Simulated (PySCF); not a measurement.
A species of formula C2H7FGe has this rotational fingerprint, computed with PBE0-D3(BJ)/def2-SVP geometry optimisation, gas phase in PySCF 2.14.0:

```
Rotational constants : A = 5289, B = 4777, C = 3108 MHz
Dipole components    : |μa| = 0.07 D, |μb| = 2.55 D, |μc| = 0.21 D
Inertial defect      : -38.77 u·Å²
κ                    : 0.53
```

Problem. Which structure is it? (One computed conformer of each.)
A. `[CH3][GeH]([CH3])[F]`
B. `C[C@@H](F)[GeH3]`
C. `[F:1][CH2:2][CH2:3][GeH3:4]` with F1–C2–C3–Ge4 51°

Solution. A. It is [CH3][GeH]([CH3])[F], an asymmetric top. The candidates at the same level (rigid rotor, commonest isotopes):

```
              SMILES  A (MHz)  B (MHz)  C (MHz)  μa (D)  μb (D)  μc (D)  Δ (u·Å²)  point group                        rotor
       FC[CH2][GeH3]    10410     2263     1996    0.17    1.88    0.31    -18.58           C1  near-prolate asymmetric top
    C[C@@H](F)[GeH3]     8044     2692     2183    0.10    1.47    0.66    -19.07           C1               asymmetric top
[CH3][GeH]([CH3])[F]     5289     4777     3108    0.07    2.55    0.21    -38.77            –               asymmetric top
```

`C[C@@H](F)[GeH3]` has A 52 % too high; `FC[CH2][GeH3]` has A 97 % too high. No structure here is proved a minimum.
